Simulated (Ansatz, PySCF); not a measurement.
AlBr3, SMILES [Br][Al]([Br])[Br]. Atoms are numbered in the order given.

```xyz
4

Al     0.0000     0.0000     0.0000
Br    -2.2416     0.0000     0.0000
Br     1.1208     1.9413     0.0000
Br     1.1208    -1.9413     0.0000
```

Geometry: B3LYP-D3(BJ)/def2-SVP. The isomer is the one that the SMILES or the coordinates give; other isomers of the formula were not compared.

Two levels are set side by side: PBE-D3(BJ)/def2-SVP (Ansatz, an electronic-structure program) and B3LYP-D3(BJ)/def2-SVP (Ansatz). Each level has its own optimised geometry; the coordinates shown are those of the second. Frequencies come from the Hessian of PySCF at each geometry. Differences are taken from unrounded values.

```tsv
quantity	B3LYP-D3(BJ)
mean bond length (Å)	2.242
bond Al1–Br2 (Å)	2.242
bond Al1–Br3 (Å)	2.242
bond Al1–Br4 (Å)	2.242
highest harmonic wavenumber (cm⁻¹)	510
mean harmonic wavenumber (cm⁻¹)	268
zero-point energy (kcal/mol)	2.29
```

Q: What does PBE-D3(BJ) give, and how far is it from B3LYP-D3(BJ)? (The exact figures need the calculation; the answer reports its results.)

A: 
| quantity | PBE-D3(BJ) | PBE-D3(BJ) minus B3LYP-D3(BJ) |
|---|---|---|
| mean bond length (Å) | 2.248 | 0.007 |
| bond Al1–Br2 (Å) | 2.248 | 0.007 |
| bond Al1–Br3 (Å) | 2.248 | 0.007 |
| bond Al1–Br4 (Å) | 2.248 | 0.007 |
| highest harmonic wavenumber (cm⁻¹) | 502 | -7 |
| mean harmonic wavenumber (cm⁻¹) | 262 | -5 |
| zero-point energy (kcal/mol) | 2.25 | -0.05 |

Exact exchange shortens and stiffens bonds; PBE has none. Differences between two approximate levels are no errors against the true value.
